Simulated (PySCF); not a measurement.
C$_{2}$H$_{8}$GeSi, CH$_{6}$BGeO, C$_{2}$H$_{6}$GeO, C$_{2}$H$_{7}$Ge and others (calculated)

All values are calculated (PySCF 2.14.0). Calculation on a computer-drawn molecule: optimised geometry and harmonic frequencies of an isolated molecule of the commonest isotopes, restricted reference for singlets and unrestricted otherwise, frozen core in MP2; on germanium a core potential holds 10 electrons, which the energies leave out, and 3d is frozen in MP2 and coupled-cluster steps.

Common to all runs: method HF.

```yaml
- entry: 1
  formula: C2H8GeSi
  start_structure:
    atoms_angstrom:
      - [C, 0.666, -0.0003, -2.491]
      - [C, -0.6135, -0.6265, -3.1356]
      - [Si, -2.0519, -1.0009, -2.2146]
      - [Ge, -2.2295, -0.4062, 0.0136]
      - [H, 0.8667, 0.8875, -3.1311]
      - [H, 0.4107, 0.2716, -1.4907]
      - [H, 1.5294, -0.6715, -2.5474]
      - [H, -0.4459, -0.9934, -4.2074]
      - [H, -3.1829, -1.669, -2.8333]
      - [H, -1.243, -0.9841, 0.9267]
      - [H, -2.0405, 1.1248, 0.2211]
      - [H, -3.5502, -0.6599, 0.7103]
  given:
    charge: 0
    multiplicity: 1
    basis: "cc-pV(D+d)Z"
    basis_and_core_potential_on_germanium: "cc-pVDZ-PP ECP10MDF"
    drawn_bonds_atom: [1, 2, 3, 1, 1, 1, 2, 3, 4, 4, 4]
    drawn_bonds_other_atom: [2, 3, 4, 5, 6, 7, 8, 9, 10, 11, 12]
    drawn_bonds_order: [1, 2, 1, 1, 1, 1, 1, 1, 1, 1, 1]
  results:
    optimised_atom_element: [C, C, Si, Ge, H, H, H, H, H, H, H, H]
    "optimised_atom_x [angstrom]": [0.607, -0.5462, -1.884, -2.284, 0.6548, 0.537, 1.56, -0.5111, -2.886, -2.345, -1.165, -3.622]
    "optimised_atom_y [angstrom]": [0.2096, -0.698, -1.156, -0.4285, 1.057, 0.6103, -0.3221, -1.118, -2.07, -1.634, 0.5081, 0.3129]
    "optimised_atom_z [angstrom]": [-2.69, -3.032, -2.079, 0.1645, -3.38, -1.677, -2.772, -4.035, -2.661, 1.109, 0.6233, 0.2503]
    "modes_frequency [cm^-1]": [57.15, 107.8, 176.8, 239.2, 324.9, 365.8, 487.9, 534.2, 550.4, 777.2, 833.0, 872.9, 917.0, 960.4, 971.3, 1070, 1123, 1212, 1449, 1518, 1578, 1598, 2212, 2222, 2236, 2338, 3160, 3212, 3250, 3285]
    "modes_reduced_mass [dalton]": [1.064, 3.997, 1.361, 1.69, 3.694, 3.591, 1.088, 1.124, 1.325, 1.43, 1.126, 1.382, 1.317, 1.019, 1.022, 1.246, 1.393, 2.224, 1.854, 1.265, 1.045, 1.079, 1.024, 1.021, 1.014, 1.042, 1.038, 1.102, 1.1, 1.087]
    "rotational_constants [GHz]": [7.152, 1.472, 1.249]
    "total_energy [hartree]": -662.6481
    "convergence_status_largest_gradient_component [hartree/bohr]": 7.171e-06
- entry: 2
  formula: CH6BGeO
  start_structure:
    atoms_angstrom:
      - [C, 0.7945, -0.8513, -1.2142]
      - [O, -0.5435, -0.9417, -0.8128]
      - [B, -0.9611, -1.1957, 0.3857]
      - [Ge, 0.1484, -1.4686, 2.0883]
      - [H, 1.4378, -0.8803, -0.323]
      - [H, 0.9072, -0.024, -1.7925]
      - [H, 1.083, -1.7655, -1.7708]
      - [H, -2.148, -1.1294, 0.5395]
      - [H, -0.6687, -2.2515, 3.0584]
      - [H, 1.1803, -2.512, 1.8353]
  given:
    charge: 0
    multiplicity: 2
    basis: cc-pVDZ
    basis_and_core_potential_on_germanium: "cc-pVDZ-PP ECP10MDF"
    drawn_bonds_atom: [1, 2, 3, 1, 1, 1, 3, 4, 4]
    drawn_bonds_other_atom: [2, 3, 4, 5, 6, 7, 8, 9, 10]
    drawn_bonds_order: [1, 1, 1, 1, 1, 1, 1, 1, 1]
  results:
    optimised_atom_element: [C, O, B, Ge, H, H, H, H, H, H]
    "optimised_atom_x [angstrom]": [0.8082, -0.5423, -1.041, 0.06428, 1.457, 0.9094, 1.113, -2.217, -0.7306, 1.409]
    "optimised_atom_y [angstrom]": [-0.8483, -0.7302, -1.084, -1.799, -0.3053, -0.4188, -1.895, -0.9148, -2.516, -2.508]
    "optimised_atom_z [angstrom]": [-1.178, -0.7992, 0.3921, 2.001, -0.4892, -2.172, -1.21, 0.5611, 3.095, 1.793]
    "modes_frequency [cm^-1]": [77.32, 158.5, 178.8, 302.8, 356.2, 395.1, 479.8, 682.0, 816.4, 944.6, 1006, 1213, 1271, 1288, 1426, 1595, 1607, 1609, 2200, 2215, 2706, 3191, 3271, 3302]
    "modes_reduced_mass [dalton]": [1.025, 2.748, 1.207, 2.291, 1.716, 1.708, 1.615, 2.356, 1.374, 1.052, 2.278, 1.614, 1.278, 1.45, 5.446, 1.067, 1.045, 1.189, 1.021, 1.02, 1.094, 1.033, 1.108, 1.105]
    "rotational_constants [GHz]": [12.81, 2.142, 1.863]
    "total_energy [hartree]": -434.2854
    spin_squared: 0.7633
    "convergence_status_largest_gradient_component [hartree/bohr]": 3.291e-05
- entry: 3
  formula: C2H6GeO
  start_structure:
    atoms_angstrom:
      - [C, -0.3019, -0.1645, 1.5553]
      - [O, -0.0975, -0.445, 0.1942]
      - [C, 0.7351, 0.5721, -0.4387]
      - [Ge, -0.335, 2.3248, -0.7167]
      - [H, -0.9534, -0.9603, 1.9508]
      - [H, -0.9208, 0.8459, 1.6777]
      - [H, 0.5236, -0.0589, 2.1929]
      - [H, 1.5999, 0.7546, 0.174]
      - [H, 0.9235, 0.1618, -1.4483]
      - [H, 0.9811, 2.8729, -1.4206]
  given:
    charge: 0
    multiplicity: 1
    basis: cc-pVDZ
    basis_and_core_potential_on_germanium: "cc-pVDZ-PP ECP10MDF"
    drawn_bonds_atom: [1, 2, 3, 1, 1, 1, 3, 3, 4]
    drawn_bonds_other_atom: [2, 3, 4, 5, 6, 7, 8, 9, 10]
    drawn_bonds_order: [1, 1, 1, 1, 1, 1, 1, 1, 1]
  results:
    optimised_atom_element: [C, O, C, Ge, H, H, H, H, H, H]
    "optimised_atom_x [angstrom]": [-0.3532, -0.1397, 0.661, -0.3098, -1.005, -0.8412, 0.5867, 1.572, 1.0, 0.9836]
    "optimised_atom_y [angstrom]": [-0.1701, -0.3733, 0.6011, 2.304, -0.9658, 0.7926, -0.2024, 0.7987, 0.1776, 2.941]
    "optimised_atom_z [angstrom]": [1.58, 0.2222, -0.3931, -0.8633, 1.937, 1.78, 2.144, 0.1908, -1.345, -1.532]
    "modes_frequency [cm^-1]": [111.5, 182.2, 250.2, 280.0, 426.1, 539.1, 612.8, 797.0, 1034, 1229, 1267, 1328, 1357, 1399, 1534, 1591, 1592, 1606, 1981, 3119, 3134, 3183, 3189, 3282]
    "modes_reduced_mass [dalton]": [2.574, 1.48, 1.103, 2.387, 1.66, 2.6, 1.664, 1.263, 3.504, 1.868, 1.28, 2.469, 1.269, 1.426, 1.074, 1.124, 1.063, 1.072, 1.021, 1.056, 1.046, 1.104, 1.097, 1.098]
    "rotational_constants [GHz]": [13.69, 2.124, 1.959]
    "total_energy [hartree]": -447.4079
    "convergence_status_largest_gradient_component [hartree/bohr]": 1.448e-05
- entry: 4
  formula: CH6BGeO
  start_structure:
    atoms_angstrom:
      - [C, 0.5767, 1.4667, 1.2607]
      - [B, 2.067, 1.1328, 1.0013]
      - [Ge, 2.6718, 0.6536, -0.8103]
      - [O, 1.5989, 1.2141, -2.2148]
      - [H, 0.0075, 1.8188, 0.4888]
      - [H, 0.4156, 2.041, 2.0893]
      - [H, 0.1027, 0.439, 1.557]
      - [H, 2.8856, 1.0266, 1.8831]
      - [H, 3.9962, 0.9796, -1.5328]
      - [H, 0.6974, 1.1771, -2.0455]
  given:
    charge: 0
    multiplicity: 2
    basis: cc-pVDZ
    basis_and_core_potential_on_germanium: "cc-pVDZ-PP ECP10MDF"
    drawn_bonds_atom: [1, 2, 3, 1, 1, 1, 2, 3, 4]
    drawn_bonds_other_atom: [2, 3, 4, 5, 6, 7, 8, 9, 10]
    drawn_bonds_order: [1, 1, 1, 1, 1, 1, 1, 1, 1]
  results:
    optimised_atom_element: [C, B, Ge, O, H, H, H, H, H, H]
    "optimised_atom_x [angstrom]": [0.5218, 2.018, 2.663, 1.676, -0.1624, 0.5024, 0.1256, 2.839, 4.094, 0.7414]
    "optimised_atom_y [angstrom]": [1.379, 1.074, 0.7426, 1.287, 1.548, 2.268, 0.5593, 0.8741, 0.9922, 1.225]
    "optimised_atom_z [angstrom]": [1.35, 0.9527, -0.9468, -2.333, 0.5162, 1.992, 1.961, 1.806, -1.418, -2.202]
    "modes_frequency [cm^-1]": [100.0, 106.2, 151.7, 180.1, 275.3, 403.6, 535.2, 698.7, 724.0, 770.9, 848.9, 896.1, 965.5, 1063, 1183, 1434, 1552, 1560, 2241, 2697, 3153, 3210, 3247, 4159]
    "modes_reduced_mass [dalton]": [1.075, 3.863, 2.482, 1.378, 1.713, 1.349, 3.0, 1.101, 6.379, 1.144, 1.211, 1.588, 1.121, 2.453, 1.567, 1.288, 1.067, 1.052, 1.021, 1.092, 1.04, 1.096, 1.1, 1.067]
    "rotational_constants [GHz]": [8.896, 2.787, 2.169]
    "total_energy [hartree]": -434.2718
    spin_squared: 0.7729
    "convergence_status_largest_gradient_component [hartree/bohr]": 3.197e-05
- entry: 5
  formula: C2H8GeSi
  start_structure:
    atoms_angstrom:
      - [C, -1.5877, -0.1902, -0.1968]
      - [C, -0.7649, 0.8487, -0.9108]
      - [Ge, 0.8623, 0.5654, -1.7333]
      - [Si, 1.2235, -1.3964, -2.8917]
      - [H, -1.4758, -0.0873, 0.9042]
      - [H, -1.172, -1.2066, -0.3667]
      - [H, -2.5905, -0.2203, -0.5086]
      - [H, -1.0686, 1.8621, -0.6235]
      - [H, 1.1803, 1.8874, -2.4489]
      - [H, 0.1619, -1.6681, -3.9201]
      - [H, 2.5146, -1.3019, -3.6102]
      - [H, 1.3101, -2.5313, -2.0021]
  given:
    charge: 0
    multiplicity: 1
    basis: "cc-pV(D+d)Z"
    basis_and_core_potential_on_germanium: "cc-pVDZ-PP ECP10MDF"
    drawn_bonds_atom: [1, 2, 3, 1, 1, 1, 2, 3, 4, 4, 4]
    drawn_bonds_other_atom: [2, 3, 4, 5, 6, 7, 8, 9, 10, 11, 12]
    drawn_bonds_order: [1, 2, 1, 1, 1, 1, 1, 1, 1, 1, 1]
  results:
    optimised_atom_element: [C, C, Ge, Si, H, H, H, H, H, H, H, H]
    "optimised_atom_x [angstrom]": [-1.458, -0.7656, 0.4228, 1.223, -1.243, -1.157, -2.545, -1.032, 0.9725, 0.9092, 2.691, 0.576]
    "optimised_atom_y [angstrom]": [-0.2388, 0.8443, 0.6677, -1.414, -0.1466, -1.239, -0.1665, 1.861, 1.945, -1.526, -1.499, -2.525]
    "optimised_atom_z [angstrom]": [-0.04839, -0.8298, -2.137, -2.984, 1.021, -0.3629, -0.1604, -0.553, -2.764, -4.427, -2.812, -2.252]
    "modes_frequency [cm^-1]": [63.42, 106.3, 157.7, 219.6, 312.7, 367.6, 476.2, 554.8, 570.4, 735.9, 786.8, 819.9, 977.5, 1019, 1031, 1065, 1114, 1197, 1432, 1518, 1575, 1595, 2242, 2313, 2317, 2324, 3156, 3206, 3252, 3308]
    "modes_reduced_mass [dalton]": [1.052, 3.939, 1.833, 1.248, 2.917, 9.255, 1.084, 1.116, 1.195, 1.979, 1.384, 1.124, 1.101, 1.038, 1.036, 1.219, 1.374, 2.482, 1.645, 1.257, 1.045, 1.069, 1.02, 1.051, 1.027, 1.043, 1.038, 1.101, 1.1, 1.087]
    "rotational_constants [GHz]": [5.438, 2.104, 1.559]
    "total_energy [hartree]": -662.6476
    "convergence_status_largest_gradient_component [hartree/bohr]": 2.728e-05
- entry: 6
  formula: C2H7Ge
  start_structure:
    atoms_angstrom:
      - [C, 0.0053, -1.3655, -0.3047]
      - [C, -0.7696, -0.1765, -0.6727]
      - [Ge, -2.6315, -0.2004, -1.156]
      - [H, 0.2677, -1.2839, 0.6933]
      - [H, 0.9317, -1.3497, -0.8973]
      - [H, -0.59, -2.2632, -0.5801]
      - [H, -0.3269, 0.8407, -0.5184]
      - [H, -2.877, -1.2879, -2.1397]
      - [H, -3.0327, 1.1065, -1.7169]
      - [H, -3.5362, -0.4926, -0.0826]
  given:
    charge: 0
    multiplicity: 2
    basis: cc-pVDZ
    basis_and_core_potential_on_germanium: "cc-pVDZ-PP ECP10MDF"
    drawn_bonds_atom: [1, 2, 1, 1, 1, 2, 3, 3, 3]
    drawn_bonds_other_atom: [2, 3, 4, 5, 6, 7, 8, 9, 10]
    drawn_bonds_order: [1, 1, 1, 1, 1, 1, 1, 1, 1]
  results:
    optimised_atom_element: [C, C, Ge, H, H, H, H, H, H, H]
    "optimised_atom_x [angstrom]": [0.02295, -0.7919, -2.67, 0.2249, 0.9937, -0.4787, -0.3027, -2.919, -3.088, -3.551]
    "optimised_atom_y [angstrom]": [-1.352, -0.1429, -0.1858, -1.375, -1.345, -2.287, 0.8218, -1.287, 1.168, -0.487]
    "optimised_atom_z [angstrom]": [-0.3243, -0.6959, -1.178, 0.7531, -0.8297, -0.5828, -0.586, -2.217, -1.76, 0.04547]
    "modes_frequency [cm^-1]": [41.01, 77.16, 241.2, 430.6, 557.1, 619.5, 677.8, 929.4, 958.1, 969.6, 1043, 1054, 1164, 1382, 1510, 1578, 1585, 2187, 2208, 2229, 3146, 3203, 3240, 3288]
    "modes_reduced_mass [dalton]": [1.051, 1.293, 2.568, 1.16, 2.118, 1.174, 1.569, 1.041, 1.021, 1.021, 1.274, 1.285, 2.839, 1.456, 1.219, 1.047, 1.056, 1.023, 1.022, 1.013, 1.041, 1.097, 1.101, 1.087]
    "rotational_constants [GHz]": [28.51, 3.353, 3.177]
    "total_energy [hartree]": -373.1382
    spin_squared: 0.7646
    "convergence_status_largest_gradient_component [hartree/bohr]": 1.885e-05
- entry: 7
  formula: CH5ClGeN
  start_structure:
    atoms_angstrom:
      - [C, -0.6607, 0.5545, 2.2457]
      - ["N", 0.3724, -0.1974, 1.3931]
      - [Ge, 2.046, -0.4345, 1.8147]
      - [Cl, 3.1551, -1.4871, 0.4624]
      - [H, -1.0348, 1.4184, 1.7218]
      - [H, -0.1764, 0.958, 3.1902]
      - [H, -1.4679, -0.1156, 2.5617]
      - [H, -0.0692, -0.473, 0.5492]
      - [H, 2.4123, 0.1995, 3.1039]
  given:
    charge: 1
    multiplicity: 1
    basis: "cc-pV(D+d)Z"
    basis_and_core_potential_on_germanium: "cc-pVDZ-PP ECP10MDF"
    drawn_bonds_atom: [1, 2, 3, 1, 1, 1, 2, 3]
    drawn_bonds_other_atom: [2, 3, 4, 5, 6, 7, 8, 9]
    drawn_bonds_order: [1, 1, 1, 1, 1, 1, 1, 1]
  results:
    optimised_atom_element: [C, "N", Ge, Cl, H, H, H, H, H]
    "optimised_atom_x [angstrom]": [-0.6761, 0.3263, 1.984, 3.128, -1.066, -0.2191, -1.486, -0.01789, 2.604]
    "optimised_atom_y [angstrom]": [0.5716, -0.1469, -0.3968, -1.453, 1.414, 0.9436, -0.1056, -0.5248, 0.1208]
    "optimised_atom_z [angstrom]": [2.254, 1.445, 1.829, 0.4734, 1.687, 3.169, 2.514, 0.5771, 3.094]
    "modes_frequency [cm^-1]": [135.2, 140.4, 164.2, 324.8, 494.8, 521.6, 699.6, 740.0, 801.6, 1146, 1206, 1222, 1522, 1571, 1581, 1616, 2385, 3215, 3314, 3321, 3769]
    "modes_reduced_mass [dalton]": [5.952, 2.453, 1.227, 3.847, 1.239, 27.13, 1.063, 1.359, 2.293, 3.577, 1.291, 1.266, 1.385, 1.14, 1.04, 1.05, 1.022, 1.032, 1.109, 1.11, 1.077]
    "rotational_constants [GHz]": [14.21, 1.839, 1.645]
    "total_energy [hartree]": -847.8910
    "convergence_status_largest_gradient_component [hartree/bohr]": 4.04e-05
- entry: 8
  formula: CH5GeO
  start_structure:
    atoms_angstrom:
      - [C, -0.9908, 0.2647, 0.1333]
      - [O, 0.2704, 0.0602, -0.0642]
      - [Ge, 0.9697, -0.1828, -1.8358]
      - [H, -1.372, 1.1306, -0.3704]
      - [H, -1.2457, 0.3692, 1.2314]
      - [H, -1.5948, -0.5709, -0.2655]
      - [H, -0.0751, 1.327, -2.6008]
      - [H, -0.3742, -1.4466, -2.3783]
  given:
    charge: -1
    multiplicity: 1
    basis: aug-cc-pVDZ
    basis_and_core_potential_on_germanium: "aug-cc-pVDZ-PP ECP10MDF"
    drawn_bonds_atom: [1, 2, 1, 1, 1, 3, 3]
    drawn_bonds_other_atom: [2, 3, 4, 5, 6, 7, 8]
    drawn_bonds_order: [1, 1, 1, 1, 1, 1, 1]
  results:
    optimised_atom_element: [C, O, Ge, H, H, H, H, H]
    "optimised_atom_x [angstrom]": [-1.047, 0.2832, 0.8755, -1.453, -1.186, -1.676, 0.04378, -0.2522]
    "optimised_atom_y [angstrom]": [0.256, 0.06338, -0.157, 1.164, 0.3605, -0.5835, 1.089, -1.241]
    "optimised_atom_z [angstrom]": [0.143, -0.1465, -1.931, -0.3281, 1.23, -0.1889, -2.559, -2.37]
    "modes_frequency [cm^-1]": [141.2, 197.4, 269.8, 507.8, 735.6, 798.3, 955.4, 1217, 1267, 1281, 1566, 1578, 1593, 1732, 1762, 3056, 3081, 3088]
    "modes_reduced_mass [dalton]": [1.014, 1.501, 3.207, 6.964, 1.069, 1.099, 1.026, 8.064, 1.287, 1.346, 1.148, 1.05, 1.052, 1.022, 1.021, 1.033, 1.096, 1.101]
    "rotational_constants [GHz]": [32.78, 3.761, 3.583]
    "total_energy [hartree]": -409.0255
    "convergence_status_largest_gradient_component [hartree/bohr]": 1.503e-05
```
